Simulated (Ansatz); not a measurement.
Gas-phase electronic energies from Ansatz, PBE0-D4/def2-TZVP geometries. CCSD(T)/CBS adds triple-zeta CCSD(T) − MP2 to the extrapolated MP2 energy (def2 sets, frozen cores). Functionals use def2-TZVPP. For Ge outer-core shells are correlated without core-valence functions, which leaves a few kJ/mol of doubt a bond. Scalar relativity is left out up to krypton. Each species was taken in one conformer, which may not be the lowest.

`CO[CH2][AlH][CH3]` + GeH₄ → `[CH3][AlH][GeH3]` + dimethyl ether  (formal exchange of groups at the Al–C bond)

CCSD(T)/CBS gives -52.9 kJ/mol.

(1) Another level gave -45.4 kJ/mol. Which?
A. revPBE/def2-TZVPP
B. BHLYP/def2-TZVPP
C. ωB97M-V/def2-TZVPP
D. r2SCAN-D4/def2-TZVPP

Largest T1 diagnostic among the species: 0.012.

Answers

(1) C. ωB97M-V -45.4, r2SCAN-D4 -51.0, revPBE -59.6, BHLYP -55.1 kJ/mol.

In def2-TZVPP, CCSD(T) changes the Hartree–Fock value by +7.1 kJ/mol (the triples alone add +1.9 kJ/mol) and MP2 by +9.6 kJ/mol. Leaving LDA and LC-ωPBE aside and taking each functional with its dispersion term where it has one, the values, not all of them listed here, spread over 12.2 kJ/mol, from HSE06-D4 to B97M-V. LDA lies +8.4 kJ/mol from PBE without D4.
